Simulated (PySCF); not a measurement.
PySCF input file for H3O4Si, SMILES O[Si](O)(O)[O], multiplicity 2, TDA-PBE/def2-SVPD. Geometry optimised at B3LYP-D3(BJ)/def2-SVP. The isomer is the one that the SMILES or the coordinates give; other isomers of the formula were not compared. Other conformers were not sampled.

```python
import numpy as np
from pyscf import gto, scf, dft, tdscf

mol = gto.M(
    atom='''
    O    -1.19656152    0.82964556    0.86909437
    Si   -0.02744658    0.01427885   -0.00797072
    O    -0.78506372   -1.11670921   -0.92869023
    O     0.88379138    0.91767434   -1.03697504
    O     0.95594253   -0.56725199    1.18782978
    H    -0.46616024   -1.20255230   -1.83550923
    H     1.44852336    1.59964918   -0.65544368
    H     0.53701949   -1.10387034    1.87247190
    ''',
    basis='def2-SVPD',
    charge=0,
    spin=1,
    max_memory=1600,
    verbose=4,
)
mf = dft.UKS(mol, xc='pbe').density_fit(auxbasis='def2-universal-jkfit')
mf.grids.level = 3
mf.conv_tol = 1e-9
mf.max_cycle = 100
mf.kernel()
fine, coarse = mf.grids, dft.Grids(mol).set(level=1).build(with_non0tab=True)
for _ in range(3):  # follow internal instabilities
    mf.grids = coarse
    mo, _, stable, _ = mf.stability(return_status=True, nroots=4)
    mf.grids = fine
    if stable:
        break
    mf.kernel(mf.make_rdm1(mo, mf.mo_occ))
mf.grids = dft.Grids(mol).set(level=1).build(with_non0tab=True)  # coarser grid for the response kernel
td = tdscf.TDA(mf)
td.nstates = 10
td.conv_tol = 1e-4
td.positive_eig_threshold = 1e-6
td.kernel(x0=td.get_init_guess(mf, 15))
td.analyze()
```

Output:

```
PySCF version 2.14.0

[INPUT] verbose = 4
[INPUT] num. atoms = 8
[INPUT] num. electrons = 49
[INPUT] charge = 0
[INPUT] spin (= nelec alpha-beta = 2S) = 1
[INPUT] symmetry False subgroup None
[INPUT] Mole.unit = angstrom
[INPUT] Symbol           X                Y                Z      unit          X                Y                Z       unit  Magmom
[INPUT]  1 O     -1.196561520000   0.829645560000   0.869094370000 AA   -2.261173563993   1.567802888861   1.642350335701 Bohr   0.0
[INPUT]  2 Si    -0.027446580000   0.014278850000  -0.007970720000 AA   -0.051866519256   0.026983115874  -0.015062477816 Bohr   0.0
[INPUT]  3 O     -0.785063720000  -1.116709210000  -0.928690230000 AA   -1.483555421132  -2.110274567679  -1.754970189259 Bohr   0.0
[INPUT]  4 O      0.883791380000   0.917674340000  -1.036975040000 AA    1.670123659451   1.734153174141  -1.959598823610 Bohr   0.0
[INPUT]  5 O      0.955942530000  -0.567251990000   1.187829780000 AA    1.806469572524  -1.071950904715   2.244672966802 Bohr   0.0
[INPUT]  6 H     -0.466160240000  -1.202552300000  -1.835509230000 AA   -0.880915183762  -2.272494497466  -3.468609743811 Bohr   0.0
[INPUT]  7 H      1.448523360000   1.599649180000  -0.655443680000 AA    2.737312435435   3.022898845585  -1.238609045277 Bohr   0.0
[INPUT]  8 H      0.537019490000  -1.103870340000   1.872471900000 AA    1.014819759654  -2.086012619631   3.538459066944 Bohr   0.0

nuclear repulsion = 254.318253238862
number of shells = 58
number of NR pGTOs = 204
number of NR cGTOs = 140
basis = def2-SVPD
ecp = {}


[settings echo left out]
init E= -591.984504494633
  alpha nocc = 25  HOMO = -0.38075167631053  LUMO = -0.0663070432066624
  beta  nocc = 24  HOMO = -0.388476089701314  LUMO = -0.38075167631053

WARN: HOMO -0.38075167631053 >= LUMO -0.38075167631053

cycle= 1 E= -591.264309700049  delta_E= 0.72  |g|= 0.86  |ddm|= 2.71
  alpha nocc = 25  HOMO = -0.129485438288518  LUMO = -0.0139261757391367
  beta  nocc = 24  HOMO = -0.12461273403045  LUMO = -0.113552776044833
  HOMO = -0.12461273403  LUMO = -0.113552776045  gap/eV = 0.30096
cycle= 2 E= -590.436985785734  delta_E= 0.827  |g|= 1.66  |ddm|= 2.51
  alpha nocc = 25  HOMO = -0.247567978530856  LUMO = -0.0487929857132818
  beta  nocc = 24  HOMO = -0.232454535353022  LUMO = -0.210076186217447
  HOMO = -0.232454535353  LUMO = -0.210076186217  gap/eV = 0.60895
cycle= 3 E= -591.515057382376  delta_E= -1.08  |g|= 0.256  |ddm|= 1.81
  alpha nocc = 25  HOMO = -0.293094922870308  LUMO = -0.0437600969668726
  beta  nocc = 24  HOMO = -0.279317573165716  LUMO = -0.252244766837719
  HOMO = -0.279317573166  LUMO = -0.252244766838  gap/eV = 0.73669
cycle= 4 E= -591.54115353036  delta_E= -0.0261  |g|= 0.106  |ddm|= 0.323
  alpha nocc = 25  HOMO = -0.27855398439996  LUMO = -0.0423118956044197
  beta  nocc = 24  HOMO = -0.263441748052428  LUMO = -0.236603673834249
  HOMO = -0.263441748052  LUMO = -0.236603673834  gap/eV = 0.73030
cycle= 5 E= -591.543057806142  delta_E= -0.0019  |g|= 0.0868  |ddm|= 0.149
  alpha nocc = 25  HOMO = -0.281073362897278  LUMO = -0.0415045965870391
  beta  nocc = 24  HOMO = -0.265739987067245  LUMO = -0.236463285635403
  HOMO = -0.265739987067  LUMO = -0.236463285635  gap/eV = 0.79666
cycle= 6 E= -591.546186003143  delta_E= -0.00313  |g|= 0.01  |ddm|= 0.0828
  alpha nocc = 25  HOMO = -0.280623806253807  LUMO = -0.0418151845129029
  beta  nocc = 24  HOMO = -0.264806948784396  LUMO = -0.234924805909057
  HOMO = -0.264806948784  LUMO = -0.234924805909  gap/eV = 0.81313
cycle= 7 E= -591.546221050611  delta_E= -3.5e-05  |g|= 0.00605  |ddm|= 0.0163
  alpha nocc = 25  HOMO = -0.281044614139022  LUMO = -0.0418753592084533
  beta  nocc = 24  HOMO = -0.265267697545422  LUMO = -0.235380605350058
  HOMO = -0.265267697545  LUMO = -0.23538060535  gap/eV = 0.81327
cycle= 8 E= -591.546233087215  delta_E= -1.2e-05  |g|= 0.00284  |ddm|= 0.00707
  alpha nocc = 25  HOMO = -0.281313668352967  LUMO = -0.0418895659401159
  beta  nocc = 24  HOMO = -0.265457849173087  LUMO = -0.235369154726673
  HOMO = -0.265457849173  LUMO = -0.235369154727  gap/eV = 0.81876
cycle= 9 E= -591.546236423097  delta_E= -3.34e-06  |g|= 0.000654  |ddm|= 0.00315
  alpha nocc = 25  HOMO = -0.281291750149578  LUMO = -0.0418474442962022
  beta  nocc = 24  HOMO = -0.265419742656139  LUMO = -0.235304417195934
  HOMO = -0.265419742656  LUMO = -0.235304417196  gap/eV = 0.81948
cycle= 10 E= -591.54623665044  delta_E= -2.27e-07  |g|= 0.000194  |ddm|= 0.00128
  alpha nocc = 25  HOMO = -0.281319478415135  LUMO = -0.0418520777652946
  beta  nocc = 24  HOMO = -0.265439164131311  LUMO = -0.23531676613724
  HOMO = -0.265439164131  LUMO = -0.235316766137  gap/eV = 0.81967
cycle= 11 E= -591.546236693037  delta_E= -4.26e-08  |g|= 8.92e-05  |ddm|= 0.000671
  alpha nocc = 25  HOMO = -0.281320935637531  LUMO = -0.0418505751926843
  beta  nocc = 24  HOMO = -0.26543723941584  LUMO = -0.235315804610777
  HOMO = -0.265437239416  LUMO = -0.235315804611  gap/eV = 0.81965
cycle= 12 E= -591.546236710517  delta_E= -1.75e-08  |g|= 6.22e-05  |ddm|= 0.000455
  alpha nocc = 25  HOMO = -0.281319986962805  LUMO = -0.0418499341859491
  beta  nocc = 24  HOMO = -0.26543443090327  LUMO = -0.23531645460658
  HOMO = -0.265434430903  LUMO = -0.235316454607  gap/eV = 0.81955
cycle= 13 E= -591.546236728628  delta_E= -1.81e-08  |g|= 2.21e-05  |ddm|= 0.0009
  alpha nocc = 25  HOMO = -0.281322655669107  LUMO = -0.0418493101910302
  beta  nocc = 24  HOMO = -0.265438877285394  LUMO = -0.235319882666861
  HOMO = -0.265438877285  LUMO = -0.235319882667  gap/eV = 0.81958
cycle= 14 E= -591.546236729663  delta_E= -1.03e-09  |g|= 2.52e-05  |ddm|= 0.000238
  alpha nocc = 25  HOMO = -0.281321741127204  LUMO = -0.041849630635308
  beta  nocc = 24  HOMO = -0.265437850522626  LUMO = -0.235318998994278
  HOMO = -0.265437850523  LUMO = -0.235318998994  gap/eV = 0.81958
cycle= 15 E= -591.546236730016  delta_E= -3.53e-10  |g|= 6.6e-06  |ddm|= 6.61e-05
  alpha nocc = 25  HOMO = -0.281319439037891  LUMO = -0.0418497159105198
  beta  nocc = 24  HOMO = -0.265435666481981  LUMO = -0.235317163812331
  HOMO = -0.265435666482  LUMO = -0.235317163812  gap/eV = 0.81957
Extra cycle  E= -591.546236729844  delta_E= 1.71e-10  |g|= 2.07e-05  |ddm|= 2.48e-05
converged SCF energy = -591.546236729844  <S^2> = 0.75277538  2S+1 = 2.0027735
tot grids = 34552
uhf_internal: lowest eigs of H = [0.66271462 0.66782005 0.66873471 0.67143132]
<class 'pyscf.df.df_jk.DFUKS'> wavefunction is stable in the internal stability analysis
tot grids = 34552
Overwritten attributes  positive_eig_threshold  of <class 'pyscf.tdscf.uks.TDA'>


******** <class 'pyscf.tdscf.uks.TDA'> for <class 'pyscf.df.df_jk.DFUKS'> ********
nstates = 10
deg_eia_thresh = 1.000e-03
wfnsym = None
conv_tol = 0.0001
eigh lindep = 1e-12
eigh level_shift = 0
eigh max_cycle = 100


Excitation energies (eV)
[0.60920911 1.89767109 2.00053729 2.59593667 2.94273522 3.01737612
 3.59346846 4.15488998 6.06286046 6.47504869]

** Excitation energies and oscillator strengths **
Excited State   1:      0.60921 eV   2035.17 nm  f=0.0001
      24b ->   25b      0.99506
Excited State   2:      1.89767 eV    653.35 nm  f=0.0026
      20b ->   25b     -0.11516
      22b ->   25b      0.80298
      23b ->   25b     -0.57007
Excited State   3:      2.00054 eV    619.75 nm  f=0.0064
      21b ->   25b      0.23856
      22b ->   25b      0.54781
      23b ->   25b      0.78693
Excited State   4:      2.59594 eV    477.61 nm  f=0.0169
      17b ->   25b     -0.18458
      18b ->   25b     -0.12066
      19b ->   25b     -0.30016
      20b ->   25b     -0.20360
      21b ->   25b     -0.87344
      22b ->   25b      0.15701
      23b ->   25b      0.13407
Excited State   5:      2.94274 eV    421.32 nm  f=0.0082
      19b ->   25b     -0.33282
      20b ->   25b      0.92336
      21b ->   25b     -0.10176
      23b ->   25b     -0.10549
Excited State   6:      3.01738 eV    410.90 nm  f=0.0099
      17b ->   25b      0.19149
      18b ->   25b      0.12918
      19b ->   25b     -0.87877
      20b ->   25b     -0.28511
      21b ->   25b      0.27530
Excited State   7:      3.59347 eV    345.03 nm  f=0.0099
      17b ->   25b      0.27101
      18b ->   25b     -0.95059
Excited State   8:      4.15489 eV    298.41 nm  f=0.0596
      17b ->   25b     -0.91294
      18b ->   25b     -0.22721
      19b ->   25b     -0.12100
      21b ->   25b      0.22756
      22b ->   25b     -0.10564
Excited State   9:      6.06286 eV    204.50 nm  f=0.0053
      25a ->   26a     -0.13778
      24b ->   26b      0.98960
Excited State  10:      6.47505 eV    191.48 nm  f=0.0061
      25a ->   26a      0.98828
      24b ->   26b      0.13805

** Transition electric dipole moments (AU) **
state          X           Y           Z        Dip. S.      Osc.
  1        -0.0751     -0.0622     -0.0189      0.0099      0.0001
  2         0.0032      0.0313      0.2363      0.0568      0.0026
  3        -0.0728     -0.3098     -0.1740      0.1315      0.0064
  4         0.4195     -0.2967     -0.0429      0.2659      0.0169
  5         0.1345      0.0941      0.2946      0.1137      0.0082
  6        -0.2746      0.2421     -0.0212      0.1345      0.0099
  7        -0.1279      0.1963      0.2403      0.1126      0.0099
  8        -0.5992      0.4558     -0.1365      0.5854      0.0596
  9         0.0744      0.1550     -0.0801      0.0360      0.0053
 10         0.0841      0.1403     -0.1087      0.0386      0.0061

** Transition velocity dipole moments (imaginary part, AU) **
state          X           Y           Z        Dip. S.      Osc.
  1         0.0099      0.0041     -0.0004      0.0001      0.0034
  2        -0.0074     -0.0048     -0.0171      0.0004      0.0036
  3         0.0069      0.0328      0.0095      0.0012      0.0110
  4        -0.0480      0.0337      0.0101      0.0035      0.0247
  5        -0.0155     -0.0101     -0.0154      0.0006      0.0036
  6         0.0342     -0.0194     -0.0016      0.0015      0.0093
  7         0.0036     -0.0140     -0.0141      0.0004      0.0021
  8         0.0413     -0.0216      0.0013      0.0022      0.0095
  9         0.0152      0.0231     -0.0149      0.0010      0.0030
 10         0.0186      0.0225     -0.0212      0.0013      0.0037

** Transition magnetic dipole moments (imaginary part, AU) **
state          X           Y           Z
  1        -0.5421      0.4326      0.4225
  2         0.2400      0.3214     -0.0672
  3         0.0915     -0.0828     -0.2278
  4         0.1183      0.2840     -0.0444
  5        -0.1597     -0.0973      0.1309
  6         0.0054     -0.1707      0.1930
  7         0.0091     -0.2943     -0.1314
  8         0.2483      0.4741     -0.2158
  9         0.1432     -0.0001      0.3177
 10         0.1549      0.0089      0.4567
```

Self-consistency was reached.
